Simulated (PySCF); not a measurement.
A side-by-side comparison of computed properties.

First species: tri-n-butylborane, C12H27B.
Numbering: `[CH3:1][CH2:2][CH2:3][CH2:4][B:5]([CH2:6][CH2:7][CH2:8][CH3:9])[CH2:10][CH2:11][CH2:12][CH3:13]` (hydrogens: H14, H15, H16 on C1; H17, H18 on C2; H19, H20 on C3; H21, H22 on C4; H23, H24 on C6; H25, H26 on C7; H27, H28 on C8; H29, H30, H31 on C9; H32, H33 on C10; H34, H35 on C11; H36, H37 on C12; H38, H39, H40 on C13)

Second species: 3-tert-butylpyridine, C9H13N.
SMILES with atom numbers: `[CH3:1][C:2]([CH3:3])([CH3:4])[c:5]1[cH:6][cH:7][cH:8][n:9][cH:10]1` (hydrogens: H11, H12, H13 on C1; H14, H15, H16 on C3; H17, H18, H19 on C4; H20 on C6; H21 on C7; H22 on C8; H23 on C10)

Levels: PBE0/def2-SVPD for HOMO energy, LUMO energy, HOMO–LUMO gap and static isotropic polarisability; TDDFT PBE0/def2-SVPD for lowest singlet excitation; TDA PBE0/def2-SVPD for lowest triplet excitation (Tamm–Dancoff). Geometries: PBE0-D3(BJ)/def2-SVP. Each structure is a single optimised conformer of the isolated species, non-relativistic unless stated. Electronic properties by PySCF.

Dipoles, sizes and rotational constants follow the conformer. The torsions of the flexible species, by atom-mapped SMILES:
- `[CH3:1][C:2]([CH3:3])([CH3:4])[c:5]1[cH:6][cH:7][cH:8][n:9][cH:10]1`: C1–C2–C5–C6 -1°

The conformers of `CCCCB(CCCC)CCCC` aren't listed.

Values for the first species:

| Item | Value |
| --- | --- |
| HOMO energy | -7.78 eV |
| LUMO energy | -0.16 eV |
| HOMO–LUMO gap | 7.62 eV |
| Lowest singlet excitation | 5.95 eV |
| Lowest triplet excitation (Tamm–Dancoff) | 5.43 eV |
| Static isotropic polarisability | 163.1 au |

Task: Estimate the same properties for the second species, and the change in each.

Result: 
| property | first | second | second less first |
| --- | --- | --- | --- |
| HOMO energy | -7.78 eV | -7.22 eV | +0.56 eV |
| LUMO energy | -0.16 eV | -0.70 eV | -0.54 eV |
| HOMO–LUMO gap | 7.62 eV | 6.52 eV | -1.10 eV |
| lowest singlet excitation | 5.95 eV | 4.83 eV | -1.12 eV |
| lowest triplet excitation (Tamm–Dancoff) | 5.43 eV | 4.13 eV | -1.30 eV |
| static isotropic polarisability | 163.1 au | 111.1 au | -52.0 au |

On the first: No computed singlet falls in the visible range (750 to 380 nm, 1.65 to 3.26 eV); S1 lies 2.69 eV above its blue end. The principal polarisabilities are 142.6, 166.9 and 179.9 au; their mean is the isotropic value.

On the second: S1 lies 1.69 eV below the HOMO–LUMO gap; its leading configuration is HOMO→LUMO, weight 0.99. The principal polarisabilities are 83.2, 111.1 and 139.0 au; their mean is the isotropic value.
